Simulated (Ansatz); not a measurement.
```yaml
crystal:
  periodic: [false, false, false]
  atoms:
    - {symbol: C, position_ang: [0.064159, -1.734481, -0.007768]}
    - {symbol: B, position_ang: [0.997787, -0.453671, -0.268142]}
    - {symbol: C, position_ang: [2.070920, -0.126640, 0.886158]}
    - {symbol: S, position_ang: [-0.111426, 1.199789, -0.402901]}
    - {symbol: C, position_ang: [-1.307736, 0.838509, -1.681435]}
    - {symbol: C, position_ang: [-1.173298, 1.211287, 1.038716]}
    - {symbol: H, position_ang: [-0.425364, -1.731585, 0.973691]}
    - {symbol: H, position_ang: [-0.706013, -1.913719, -0.765473]}
    - {symbol: H, position_ang: [0.704554, -2.623790, -0.018931]}
    - {symbol: H, position_ang: [1.467009, -0.401373, -1.395164]}
    - {symbol: H, position_ang: [2.804606, -0.939445, 0.919083]}
    - {symbol: H, position_ang: [1.632179, -0.075675, 1.890646]}
    - {symbol: H, position_ang: [2.636723, 0.796495, 0.723737]}
    - {symbol: H, position_ang: [-0.744412, 0.700350, -2.603763]}
    - {symbol: H, position_ang: [-1.847951, -0.077826, -1.445502]}
    - {symbol: H, position_ang: [-1.996484, 1.675706, -1.792422]}
    - {symbol: H, position_ang: [-0.527801, 1.342332, 1.906626]}
    - {symbol: H, position_ang: [-1.706642, 0.264464, 1.121149]}
    - {symbol: H, position_ang: [-1.872714, 2.044773, 0.977996]}
basis:
  gaussian: {orbitals: "6-31++G**"}
hamiltonian: {xc: {name: HF}}
correlation: {method: mp2, frozen_orbitals: {C: 0}}
accuracy: high
output: {forces: true}
```

```sh
$ ansatz run in.yaml --threads 4 --pin off --events-out ev --progress --plain --max-ram 11315MiB
```

It prints (some lines left out):

```
Functional definition: HF
Error: "frozen_orbitals" has no count for B
```

Question: What is wrong with this run?

Answer: Frozen orbitals are typed for one element alone, and the program wants a count for each. The program refused the input.
